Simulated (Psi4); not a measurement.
H8NSi3, doublet, geometry from GFN2-xTB, with bond 5-1 at 1.3 times its length; CAM-B3LYP/def2-SV(P) run with Psi4.

Input for Psi4:
```
memory 2 GB

molecule {
0 2
Si   -1.47364623    0.97915788    0.10119273
N    -0.02855557    0.01775256   -0.10114220
Si   -0.07557252   -1.70822116   -0.32289834
Si    1.47984239    0.83626679    0.20613860
H    -2.99270637   -0.07255931   -0.33577280
H    -1.52822465    1.51685104    1.46178256
H     1.03664479   -2.08206137   -1.19268294
H    -1.35800550   -2.02445750   -0.94782448
H     0.03909887   -2.38099058    0.97547449
H     1.69370871    0.96909734    1.65166129
H     1.36709189    2.15712664   -0.41122043
H     2.56299807    0.04917280   -0.37632212
}

set {
  basis def2-sv(p)
  reference uks
  dft_basis_tolerance 1e-8
}

energy('cam-b3lyp')
print_variables()
```

What the program printed (banner, timings and long lists left out):

```
   => Loading Basis Set <=

    Name: DEF2-SV(P)
    Role: ORBITAL
    Keyword: BASIS

         ---------------------------------------------------------
                                   SCF
               by Justin Turney, Rob Parrish, Andy Simmonett
                          and Daniel G. A. Smith
                              UKS Reference
         ---------------------------------------------------------

  ==> Geometry <==

    Molecular point group: c1
    Full point group: C1

    Geometry (in Angstrom), charge = 0, multiplicity = 2:

       Center              X                  Y                   Z               Mass
    ------------   -----------------  -----------------  -----------------  -----------------
         SI          -1.459364846475     0.966276520425     0.110818210854    27.976926534650
         N           -0.014274186475     0.004871200425    -0.091516719146    14.003074004430
         SI          -0.061291136475    -1.721102519575    -0.313272859146    27.976926534650
         SI           1.494123773525     0.823385430425     0.215764080854    27.976926534650
         H           -2.978424986475    -0.085440669575    -0.326147319146     1.007825032230
         H           -1.513943266475     1.503969680425     1.471408040854     1.007825032230
         H            1.050926173525    -2.094942729575    -1.183057459146     1.007825032230
         H           -1.343724116475    -2.037338859575    -0.938198999146     1.007825032230
         H            0.053380253525    -2.393871939575     0.985099970854     1.007825032230
         H            1.707990093525     0.956215980425     1.661286770854     1.007825032230
         H            1.381373273525     2.144245280425    -0.401594949146     1.007825032230
         H            2.577279453525     0.036291440425    -0.366696639146     1.007825032230

  Running in c1 symmetry.

  Rotational constants: A =      0.10874  B =      0.10300  C =      0.05549 [cm^-1]
  Rotational constants: A =   3259.95680  B =   3087.96151  C =   1663.64826 [MHz]
  Nuclear repulsion =  279.573800847293569

  Charge       = 0
  Multiplicity = 2
  Electrons    = 57
  Nalpha       = 29
  Nbeta        = 28

  ==> Algorithm <==

  SCF Algorithm Type is DF.
  DIIS enabled.
  MOM disabled.
  Fractional occupation disabled.
  Guess Type is SAD.
  Energy threshold   = 1.00e-06
  Density threshold  = 1.00e-06
  Integral threshold = 1.00e-12

  ==> Primary Basis <==

  Basis Set: DEF2-SV(P)
    Blend: DEF2-SV(P)
    Number of shells: 46
    Number of basis functions: 84
    Number of Cartesian functions: 88
    Spherical Harmonics?: true
    Max angular momentum: 2

  ==> DFT Potential <==

   => LibXC <=

    Version 7.1.2
    S. Lehtola, C. Steigemann, M. J. T. Oliveira, and M. A. L. Marques,  SoftwareX 7, 1–5 (2018) (10.1016/j.softx.2017.11.002)

   => Composite Functional: CAM-B3LYP <=

    CAM-B3LYP Hyb-GGA Exchange-Correlation Functional

    T. Yanai, D. P. Tew, and N. C. Handy,  Chem. Phys. Lett. 393, 51 (2004) (10.1016/j.cplett.2004.06.011)

    Deriv               =              1
    GGA                 =           TRUE
    Meta                =          FALSE

    Exchange Hybrid     =           TRUE
    MP2 Hybrid          =          FALSE

   => Exchange Functionals <=

    0.3500         Becke 88 [omega = 0.3300]
    0.4600   Short-range recipe for B88 functional - erf [omega = 0.3300]

   => Exact (HF) Exchange <=

    0.4600            HF,LR [omega = 0.3300]
    0.1900               HF

   => Correlation Functionals <=

    0.1900   Vosko, Wilk & Nusair (VWN5)
    0.8100   Lee, Yang & Parr

   => LibXC Density Thresholds  <==

    XC_HYB_GGA_XC_CAM_B3LYP:  1.00E-14

   => Molecular Quadrature <=

    Radial Scheme          =       TREUTLER
    Pruning Scheme         =           NONE
    Nuclear Scheme         =       TREUTLER

    Blocking Scheme        =         OCTREE
    BS radius alpha        =              1
    Pruning alpha          =              1
[...]

  ==> Pre-Iterations <==

  SCF Guess: Superposition of Atomic Densities via on-the-fly atomic UHF (no occupation information).

   -------------------------
    Irrep   Nso     Nmo
   -------------------------
     A         84      84
   -------------------------
    Total      84      84
   -------------------------

  ==> Iterations <==

                           Total Energy        Delta E     RMS |[F,P]|

   @DF-UKS iter SAD:  -927.03559590021894   -9.27036e+02   0.00000e+00
   @DF-UKS iter   1:  -927.45396375812322   -4.18368e-01   7.78161e-03 ADIIS/DIIS
   @DF-UKS iter   2:  -927.21538043934538    2.38583e-01   1.11312e-02 ADIIS/DIIS
   @DF-UKS iter   3:  -927.65052429211607   -4.35144e-01   4.88098e-04 ADIIS/DIIS
   @DF-UKS iter   4:  -927.65169549401571   -1.17120e-03   1.15263e-04 ADIIS/DIIS
   @DF-UKS iter   5:  -927.65180556067742   -1.10067e-04   4.07649e-05 DIIS
   @DF-UKS iter   6:  -927.65182328261790   -1.77219e-05   1.42729e-05 DIIS
   @DF-UKS iter   7:  -927.65182858173819   -5.29912e-06   6.33463e-06 DIIS
   @DF-UKS iter   8:  -927.65182957257753   -9.90839e-07   2.95835e-06 DIIS
   @DF-UKS iter   9:  -927.65182984554099   -2.72963e-07   1.35185e-06 DIIS
   @DF-UKS iter  10:  -927.65182991938309   -7.38421e-08   4.44571e-07 DIIS
  Energy and wave function converged.

  ==> Post-Iterations <==

   Electrons on quadrature grid:
      Nalpha   =   29.0000374163 ; deviation = 3.742e-05
      Nbeta    =   28.0000339049 ; deviation = 3.390e-05
      Ntotal   =   57.0000713211 ; deviation = 7.132e-05

   @Spin Contamination Metric:   2.124537800E-03
   @S^2 Expected:                7.500000000E-01
   @S^2 Observed:                7.521245378E-01
   @S   Expected:                5.000000000E-01
   @S   Observed:                5.000000000E-01

    Orbital Energies [Eh]
    ---------------------

    Alpha Occupied:

[...]
    Alpha Virtual:

[...]
      84A      2.694518

    Beta Occupied:

[...]
      28A     -0.335179

    Beta Virtual:

[...]
    Final Occupation by Irrep:
              A
    DOCC [    28 ]
    SOCC [     1 ]
    NA   [    29 ]
    NB   [    28 ]

  @DF-UKS Final Energy:  -927.65182991938309

   => Energetics <=

    Nuclear Repulsion Energy =            279.5738008472935689
    One-Electron Energy =               -1838.6824458954877173
    Two-Electron Energy =                 686.1643475135211929
    DFT Exchange-Correlation Energy =     -54.7075323847101771
    Empirical Dispersion Energy =           0.0000000000000000
    VV10 Nonlocal Energy =                  0.0000000000000000
    Total Energy =                       -927.6518299193830899

  UHF NO Occupations:
  HONO-2 :   27  A 1.9997519
  HONO-1 :   28  A 1.9993297
  HONO-0 :   29  A 1.0000000
  LUNO+0 :   30  A 0.0006703
  LUNO+1 :   31  A 0.0002481
  LUNO+2 :   32  A 0.0001006
  LUNO+3 :   33  A 0.0000241

Computation Completed

Properties will be evaluated at   0.000000,   0.000000,   0.000000 [a0]

Properties computed using the SCF density matrix

 Multipole Moments:

 ------------------------------------------------------------------------------------
     Multipole            Electronic (a.u.)      Nuclear  (a.u.)        Total (a.u.)
 ------------------------------------------------------------------------------------

 L = 1.  Multiply by 2.5417464519 to convert [e a0] to [Debye]
 Dipole X            :         -0.5086964            0.8758628            0.3671664
 Dipole Y            :          1.8501702           -1.8461516            0.0040185
 Dipole Z            :         -0.7770083            0.8462466            0.0692384
 Magnitude           :                                                    0.3736593

 ------------------------------------------------------------------------------------

  Variable Map:
  ----------------------------------------------------------------------------
[...]
  Array Variable Map:
  ----------------------------------------------------------------------------
[...]
[...]
```
